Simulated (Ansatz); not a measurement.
Ansatz (a program for electronic structure) input (SVWN5/def2-TZVP):

Ansatz 0.2 input:
```yaml
crystal:
  periodic: [false, false, false]
  atoms:
    - {symbol: Bi, position_ang: [0.20241205, 0.09192565, 0.07165577]}
    - {symbol: F, position_ang: [-1.09530629, 0.66388195, -1.26837122]}
    - {symbol: F, position_ang: [-0.77138265, -1.51164069, 0.60754579]}
basis:
  gaussian:
    orbitals: def2-TZVP
hamiltonian:
  xc: {name: SVWN5}
total_charge: 1
relax: {f_tol: 0.003, max_steps: 100}
```

End of the output:

```
mean field evaluation 2: about -10867.1859 eV, gradient 3.9e2 eV
mean field evaluation 4: about -11226.4895 eV, gradient 2.8e1 eV
mean field evaluation 8: about -11227.9309 eV, gradient 1.3e-1 eV
mean field evaluation 16: about -11227.9316 eV, gradient 3.5e-4 eV
mean field -11227.93162829 eV, -412.6188767742 hartree, gradient 1.3e-5 eV, S^2 0.000000; 0 other end points of the search recorded, 0 dependent functions left out
the calculation of the forces begins
reference -11227.93165403 eV, -412.6188777201 hartree; 20, 20 occupied and 92, 92 virtual orbitals, 672 factors
relax step   1: F+E_penalty+E_count = -11227.93162829 eV  Δ(F+E_penalty+E_count) = +0.000e0 eV  max|allowed force component| = 3.900e-1 eV/Å  Δτ_max = 0.0000 Å  (30 SCF iters, accepted)
these checks for a lower state are left out or cut short: starts, cluster_reference, orbital_swaps, neighbouring_geometries, increment
integrals: 0.03 GiB planned
672 factors; their error is unknown
mean field: 0.25 GiB planned
mean field -11227.93628099 eV, -412.6190477578 hartree, gradient 2.0e-5 eV, S^2 0.000000; 0 other end points of the search recorded, 0 dependent functions left out
the calculation of the forces begins
reference -11227.93630657 eV, -412.6190486978 hartree; 20, 20 occupied and 92, 92 virtual orbitals, 672 factors
relax step   2: F+E_penalty+E_count = -11227.93628099 eV  Δ(F+E_penalty+E_count) = -4.653e-3 eV  max|allowed force component| = 4.926e-2 eV/Å  Δτ_max = 0.0147 Å  (32 SCF iters, accepted)
these checks for a lower state are left out or cut short: starts, cluster_reference, orbital_swaps, neighbouring_geometries, increment
integrals: 0.03 GiB planned
672 factors; their error is unknown
mean field: 0.25 GiB planned
mean field evaluation 32: about -11227.9363 eV, gradient 3.7e-3 eV
mean field -11227.93634532 eV, -412.6190501219 hartree, gradient 2.0e-5 eV, S^2 0.000000; 0 other end points of the search recorded, 0 dependent functions left out
the calculation of the forces begins
reference -11227.93637091 eV, -412.6190510624 hartree; 20, 20 occupied and 92, 92 virtual orbitals, 672 factors
relax step   3: F+E_penalty+E_count = -11227.93634532 eV  Δ(F+E_penalty+E_count) = -6.433e-5 eV  max|allowed force component| = 3.526e-3 eV/Å  Δτ_max = 0.0026 Å  (32 SCF iters, accepted)
these checks for a lower state are left out or cut short: starts, cluster_reference, orbital_swaps, neighbouring_geometries, increment
integrals: 0.03 GiB planned
672 factors; their error is unknown
mean field: 0.25 GiB planned
mean field -11227.93634664 eV, -412.6190501703 hartree, gradient 2.0e-5 eV, S^2 0.000000; 0 other end points of the search recorded, 0 dependent functions left out
the calculation of the forces begins
reference -11227.93637223 eV, -412.6190511108 hartree; 20, 20 occupied and 92, 92 virtual orbitals, 672 factors
relax step   4: F+E_penalty+E_count = -11227.93634664 eV  Δ(F+E_penalty+E_count) = -1.317e-6 eV  max|allowed force component| = 1.578e-5 eV/Å  Δτ_max = 0.0005 Å  (33 SCF iters, accepted)
integrals: 0.03 GiB planned
672 factors; their error is unknown
mean field: 0.25 GiB planned
mean field evaluation 64: about -11227.9363 eV, gradient 4.7e-3 eV
mean field -11227.93634664 eV, -412.6190501703 hartree, gradient 2.0e-5 eV, S^2 0.000000; 1 other end points of the search recorded, 0 dependent functions left out
the calculation of the forces begins
reference -11227.93637223 eV, -412.6190511108 hartree; 20, 20 occupied and 92, 92 virtual orbitals, 672 factors
Total energy: -11227.93637223 eV, -412.6190511108 hartree
Atom 0 at     0.201593     0.091554     0.071366 Å, force     0.000016     0.000007     0.000006 eV/Å
Atom 1 at    -1.093081     0.651870    -1.257708 Å, force    -0.000008    -0.000003    -0.000003 eV/Å
Atom 2 at    -0.772790    -1.499256     0.597172 Å, force    -0.000008    -0.000004    -0.000002 eV/Å
Dipole moment:     0.704364     0.319888     0.249351 e Å
```

It need not be the lowest isomer of its formula.
